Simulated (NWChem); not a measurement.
SiH₃SCl; SMILES [SiH2](Cl)S

```xyz
6

Si    -0.7263     0.0421    -0.0063
S      0.5035    -1.6911    -0.1826
Cl     0.3483     1.8072    -0.1165
H     -1.6591    -0.0244    -1.1599
H     -1.4470     0.0585     1.2942
H      1.1007    -1.5279     1.0189
```
Atoms are numbered in this order, from 1.

Computed with NWChem. Pople sets run with spherical d functions. STO-3G and 3-21G are far too small for this property and stand as cheap habits. Geometry: optimised at PBE0/def2-SVP. GIAO values for the isolated, static molecule; σ is the absolute isotropic shielding, δ = σ(reference) − σ with the isolated reference molecule computed at the same levels (1H: tetramethylsilane, 29Si: tetramethylsilane).

```tsv
level	δ Si1 (ppm)	σ S2 (ppm)	σ Cl3 (ppm)	δ H4 (ppm)	δ H5 (ppm)	δ H6 (ppm)	relative time
BHandHLYP/pcSseg-1	-1.6	672.8	922.8	5.17	5.40	1.09	9
B3LYP/6-31G*	24.5	665.8	916.7	5.35	5.61	0.56	7
Hartree-Fock/STO-3G	0.5	950.7	1232.5	2.76	2.68	-1.49	1
KT2/pcSseg-1	-0.2	661.0	883.6	5.58	5.93	1.14	6
```

The last column is a rough cost ratio, cheapest run = 1.
